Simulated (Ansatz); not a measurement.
Task: Name a neutral molecule of Al, F, I with HOMO energy (PBE/def2-TZVPP) between -7.40 and -7.10 eV and HOMO energy (ωB97M-V/def2-TZVPP) between -10.80 and -10.50 eV (Ansatz, PBE0-D4/def2-TZVP geometry).

Result: `[F][Al]([F])[I]` (-7.22 eV, -10.52 eV). Other molecules can fit too; these were computed, each in one conformer that needn't be the lowest.
